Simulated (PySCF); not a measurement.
HBFO, charge +1, singlet, at a GFN2-xTB geometry; PBE0/STO-3G (PySCF).

Input for PySCF:
```python
from pyscf import gto, scf, dft

mol = gto.Mole()
mol.atom = '''
    O    -0.00000000   -0.00000000   -1.17560346
    B     0.00000000    0.00000000    0.02998249
    F     0.00000000    0.00000000    1.26671985
    H    -0.00000000   -0.00000000   -2.14556344
'''
mol.basis = 'sto-3g'
mol.charge = 1
mol.verbose = 4
mol.build()

mf = dft.RKS(mol)
mf.xc = 'pbe0'
mf.kernel()
```

It wrote (shortened):

```
PySCF version 2.14.0

[INPUT] verbose = 4
[INPUT] num. atoms = 4
[INPUT] num. electrons = 22
[INPUT] charge = 1
[INPUT] spin (= nelec alpha-beta = 2S) = 0
[INPUT] symmetry False subgroup None
[INPUT] Mole.unit = angstrom
[INPUT] Symbol           X                Y                Z      unit          X                Y                Z       unit  Magmom
[INPUT]  1 O      0.000000000000   0.000000000000  -1.175603460000 AA    0.000000000000   0.000000000000  -2.221568570491 Bohr   0.0
[INPUT]  2 B      0.000000000000   0.000000000000   0.029982490000 AA    0.000000000000   0.000000000000   0.056658694633 Bohr   0.0
[INPUT]  3 F      0.000000000000   0.000000000000   1.266719850000 AA    0.000000000000   0.000000000000   2.393753593050 Bohr   0.0
[INPUT]  4 H      0.000000000000   0.000000000000  -2.145563440000 AA    0.000000000000   0.000000000000  -4.054527284480 Bohr   0.0

nuclear repulsion = 59.3888389208872
number of shells = 10
number of NR pGTOs = 48
number of NR cGTOs = 16
basis = sto-3g
ecp = {}

******** <class 'pyscf.dft.rks.RKS'> ********
method = RKS
initial guess = minao
damping factor = 0
level_shift factor = 0
DIIS = <class 'pyscf.scf.diis.CDIIS'>
diis_start_cycle = 1
diis_space = 8
diis_damp = 0
SCF conv_tol = 1e-09
SCF conv_tol_grad = None
SCF max_cycles = 50
direct_scf = True
direct_scf_tol = 1e-13
XC library pyscf.dft.libxc version 7.1.2
    S. Lehtola, C. Steigemann, M. J. T. Oliveira, and M. A. L. Marques,  SoftwareX 7, 1–5 (2018)
XC functionals = pbe0
    C. Adamo and V. Barone,  J. Chem. Phys. 110, 6158 (1999)
    M. Ernzerhof and G. E. Scuseria,  J. Chem. Phys. 110, 5029 (1999)
radial grids:
    Treutler-Ahlrichs [JCP 102, 346 (1995); DOI:10.1063/1.469408] (M4) radial grids

becke partition: Becke, JCP 88, 2547 (1988); DOI:10.1063/1.454033
pruning grids: <function nwchem_prune>
grids dens level: 3
symmetrized grids: False
atomic radii adjust function: <function treutler_atomic_radii_adjust>
small_rho_cutoff = 0
Set gradient conv threshold to 3.16228e-05
Initial guess from minao.
tot grids = 52200
init E= -198.122085736616
  HOMO = -0.451290936861289  LUMO = 0.0828277038428098  gap/eV = 14.53411
cycle= 1 E= -197.257446846691  delta_E= 0.865  |g|= 0.525  |ddm|= 2.77
  HOMO = -0.537833566812366  LUMO = -0.153688633515387  gap/eV = 10.45312
cycle= 2 E= -197.218126129166  delta_E= 0.0393  |g|= 0.689  |ddm|= 1.33
  HOMO = -0.630249274691711  LUMO = -0.150252899274117  gap/eV = 13.06137
cycle= 3 E= -197.348677861595  delta_E= -0.131  |g|= 0.0505  |ddm|= 0.705
  HOMO = -0.631885972829962  LUMO = -0.150885663537538  gap/eV = 13.08869
cycle= 4 E= -197.349239738202  delta_E= -0.000562  |g|= 0.0276  |ddm|= 0.0885
  HOMO = -0.634061103287524  LUMO = -0.15237853527406  gap/eV = 13.10725
cycle= 5 E= -197.349461394155  delta_E= -0.000222  |g|= 0.00112  |ddm|= 0.0298
  HOMO = -0.633883651059294  LUMO = -0.151979023163118  gap/eV = 13.11329
cycle= 6 E= -197.349461803269  delta_E= -4.09e-07  |g|= 7.17e-05  |ddm|= 0.00153
  HOMO = -0.633903867805824  LUMO = -0.152002986110097  gap/eV = 13.11319
cycle= 7 E= -197.349461805152  delta_E= -1.88e-09  |g|= 3.01e-06  |ddm|= 0.000128
  HOMO = -0.633903591738225  LUMO = -0.152002540888782  gap/eV = 13.11320
cycle= 8 E= -197.349461805156  delta_E= -3.75e-12  |g|= 4.73e-07  |ddm|= 6.3e-06
  HOMO = -0.633903621575994  LUMO = -0.152002538455213  gap/eV = 13.11320
Extra cycle  E= -197.349461805156  delta_E= 5.68e-14  |g|= 6.87e-07  |ddm|= 1.32e-06
converged SCF energy = -197.349461805156
```
